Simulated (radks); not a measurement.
The numbers below are computed, except where a source is named.
Valence configurations of F (all share [He]). Level of theory: scalar-relativistic Kohn-Sham, PBE, spin-unpolarised, spherical densities, point nucleus (a radial shooting solver on a logarithmic mesh with Libxc functionals). Energies are relative to 2s2 2p5; eigenvalues in eV.

valence	E (eV)	e(2p)	e(2s)
2s2 2p5	0.000	-11.112	-29.900
2s1.5 2p5.5	9.400	-11.329	-30.142
2s1 2p6	18.813	-11.540	-30.379

NIST lists [He] 2s2 2p5 as the ground configuration; this level of theory agrees among the configurations tried. The energies are those of spherical spin-averaged densities, not of single terms.
